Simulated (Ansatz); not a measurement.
Gas-phase electronic energies from Ansatz, PBE0-D4/def2-TZVP geometries. CBS: MP2 limit from def2 TZ/QZ plus the TZ coupled-cluster correction, frozen cores. This one scheme is used for every species. Functionals use def2-TZVPP. def2 core potentials past Kr. For Ga, Sn outer-core shells are correlated without core-valence functions, which leaves a few kJ/mol of doubt a bond. Scalar relativity is left out up to krypton. Each species was taken in one conformer, which may not be the lowest.

Reaction (ligand exchange at a Ga–N bond): `[NH2][GaH][NH][SnH3]` + NH₃ → `[NH2][GaH][NH2]` + `[NH2][SnH3]`

`[NH2][GaH][NH][SnH3]`:

Cartesian coordinates in Å:
```
N 1.647 -1.299 0.475
Ga 1.218 -0.334 -1.002
N -0.325 0.641 -0.917
Sn -1.657 0.810 0.586
H 2.475 -1.864 0.543
H 1.105 -1.318 1.321
H 2.120 -0.347 -2.269
H -0.558 1.171 -1.744
H -1.038 -0.131 1.868
H -3.185 0.221 0.086
H -1.802 2.450 1.054
```

NH₃:

```xyz
4

N     0.127   -0.234    0.091
H    -0.529   -0.428   -0.656
H    -0.391    0.222    0.831
H     0.792    0.441   -0.266
```

`[NH2][GaH][NH2]`:

Cartesian coordinates in Å:
```
N 1.002 0.445 1.132
Ga 0.401 0.001 -0.523
N -1.353 -0.441 -0.676
H 0.444 0.423 1.967
H 1.963 0.661 1.328
H 1.347 0.003 -1.756
H -1.790 -0.664 -1.553
H -2.014 -0.429 0.081
```

`[NH2][SnH3]`:

```xyz
7

N    -0.576   -0.963   -0.626
Sn    0.166    0.635    0.387
H    -0.213   -1.035   -1.569
H    -0.387   -1.844   -0.165
H    -0.277    2.009   -0.520
H    -0.585    0.607    1.916
H     1.871    0.591    0.577
```

```
             level  ΔE (kJ/mol)  difference from CCSD(T)/CBS
            PBE-D4         14.3                         -5.8
          BHLYP-D4         18.7                         -1.4
            B2PLYP         13.3                         -6.8
            revPBE          7.4                        -12.7
              BLYP          6.5                        -13.6
           r2SCAN0         12.5                         -7.6
     HF/def2-TZVPP          9.9                        -10.2
    MP2/def2-TZVPP         20.9                          0.8
CCSD(T)/def2-TZVPP         19.5                         -0.6
     MP2/CBS(def2)         21.6                          1.5
       CCSD(T)/CBS         20.1                            0
```

Largest T1 diagnostic among the species: 0.014.

In def2-TZVPP, CCSD(T) changes the Hartree–Fock value by +9.6 kJ/mol (the triples alone add +2.0 kJ/mol) and MP2 by +11.0 kJ/mol. Leaving LDA and LC-ωPBE aside and taking each functional with its dispersion term where it has one, the values spread over 5.4 kJ/mol, from B2PLYP to BHLYP-D4.

CCSD(T)/CBS has its own doubt, a few kJ/mol and more with outer-core shells, so smaller differences from it don't rank the levels.
